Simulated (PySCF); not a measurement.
# A small calculation by hand: dipole moment from atomic charges

Ge(OH)(NH2) (GeH3NO), SMILES [NH2][Ge][OH] (connectivity only; charge and spin as stated), neutral, multiplicity 1. Atoms are numbered in the order given.

```xyz
6

Ge     0.4540    -0.0511     0.0000
O     -0.7790    -1.3574     0.0000
H     -1.6978    -1.0638     0.0000
N     -0.6616     1.4022     0.0000
H     -1.6729     1.3990     0.0000
H     -0.2947     2.3428     0.0000
```

Coordinates come from a r2SCAN-D4/def2-TZVP optimisation. Other conformers were not sampled.

Charges (e) from HF/def2-TZVPD (PySCF):

```tsv
atom	ESP fit	IAO
Ge1	0.304	0.834
O2	-0.623	-0.836
H3	0.422	0.344
N4	-0.675	-0.860
H5	0.287	0.252
H6	0.285	0.266
```

The dipole moment of the full density is 2.61 D.

What dipole moment does each set of point charges give, and which comes closer to that of the density?


μ = Σ q r, and 1 e Å = 4.8032 D.
ESP fit: Σ q r = (-0.211, 0.504, 0.000) e Å, |μ| = 2.62 D.
IAO: Σ q r = (0.515, 0.496, 0.000) e Å, |μ| = 3.43 D.
ESP fit comes closer in size. Point charges leave out the atoms' own dipoles (lone pairs, polarised bonds); fits to the potential absorb them, partitions of the density don't.
